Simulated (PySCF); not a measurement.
In(F)(Cl)(OMe) (CH₃ClFInO), SMILES C[O][In]([F])[Cl]. Atoms are numbered in the order given.

```xyz
8

In    -0.0321    -0.2126     0.2792
F     -0.1382    -1.1457     1.9779
Cl     0.4417     2.0664     0.2822
O     -0.3776    -1.1888    -1.4020
C     -0.1998    -0.5946    -2.6616
H      0.7824    -0.8582    -3.0954
H     -0.9793    -0.9735    -3.3450
H     -0.2745     0.5089    -2.6549
```

Geometry: PBE0-D3(BJ)/def2-SVP. The structure was generated by enumeration; whether it is a known compound was not checked. The def2 effective core potentials stand for the cores of In; spin–orbit coupling is left out. Other conformers were not sampled.

Method: C-PCM-M06-2X/def2-SVP (PySCF 2.14.0).

The values are the electrostatic part of the solvation free energy, E(continuum) − E(gas) at the gas-phase geometry, in a cavity of scaled van der Waals radii (PySCF's table); cavitation and dispersion terms are not included. A continuum can't describe solvent molecules that bind to the metal. In vacuum the orbital gap is 7.92 eV. The dipole moment in vacuum is 2.20 D.

```json
[
 {"solvent": "water", "ε": "78.36", "ΔG(elec) (kcal/mol)": "-11.2", "dipole (D)": "2.41", "gap (eV)": "8.04"},
 {"solvent": "chlorobenzene", "ε": "5.70", "ΔG(elec) (kcal/mol)": "-9.2", "dipole (D)": "2.38", "gap (eV)": "8.02"},
 {"solvent": "dimethylsulfoxide", "ε": "46.83", "ΔG(elec) (kcal/mol)": "-11.1", "dipole (D)": "2.41", "gap (eV)": "8.04"}
]
```
